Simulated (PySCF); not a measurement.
**Two structures, one formula**

The two ends of one reaction step of AlH₃OF₂, closed shell (PBE0-D4/def2-TZVP).

A:

```
7
angstrom
Al -0.7735 -0.3590 -0.1703
O 1.0400 0.1832 0.3795
F -0.4759 -1.6171 -1.2015
F -1.0538 1.1211 -0.8870
H 1.2752 0.0874 1.3085
H -1.4647 -0.6782 1.2100
H 1.1784 1.1032 0.1191
```

B:

| atom | x (Å) | y (Å) | z (Å) |
| --- | --- | --- | --- |
| Al1 | -0.4021 | -0.0984 | -0.5141 |
| O2 | 1.2366 | 0.2300 | -0.6951 |
| F3 | -0.9367 | -1.6310 | -0.7359 |
| F4 | -1.5189 | 1.0991 | -0.3832 |
| H5 | 0.0970 | -0.3056 | 1.5937 |
| H6 | -0.6386 | -0.4757 | 1.6390 |
| H7 | 1.5979 | 1.1121 | -0.7562 |

Computed with PySCF 2.14 with density fitting (its default auxiliary sets; JK sets also for MP2 and CCSD(T)) (basis: def2-TZVPP); correlated methods freeze the cores. B3LYP uses VWN-RPA correlation.

(1) Which structure is lower at CCSD(T), and by how much? (An estimate is asked for; the value comes from the calculation.)

No T1 diagnostic of these runs exceeds 0.013.

Answers

(1) The calculation gives: B, by 0.152 eV (electronic energy, against the other). By their contacts, A is AlH₃OF₂ ([OH2][AlH]([F])[F]) and B is a complex of AlHOF₂ ([OH][Al]([F])[F]) + H₂.

All methods give the same order:

```csv
method,E(B) − E(A) (eV)
SPW92,-0.035
PBE-D4,-0.160
BLYP-D4,-0.240
r2SCAN-D4,-0.185
PBE0-D4,-0.095
B3LYP-D4,-0.173
BHLYP-D4,-0.099
CAM-B3LYP-D4,-0.121
wB97M-V,-0.125
HF,-0.037
MP2,-0.225
CCSD,-0.131
CCSD(T),-0.152
```

Labels in which every atom is bracketed show which atoms are joined, not bond orders.

For scale, one of the runs: CCSD(T)/def2-TZVPP, 177 basis functions, launched by `OMP_NUM_THREADS=4 python run.py`. Hardware: 4 CPU threads of an Arm Neoverse V1, shared host. Wall time 4.3 min; peak host memory 2 GiB.
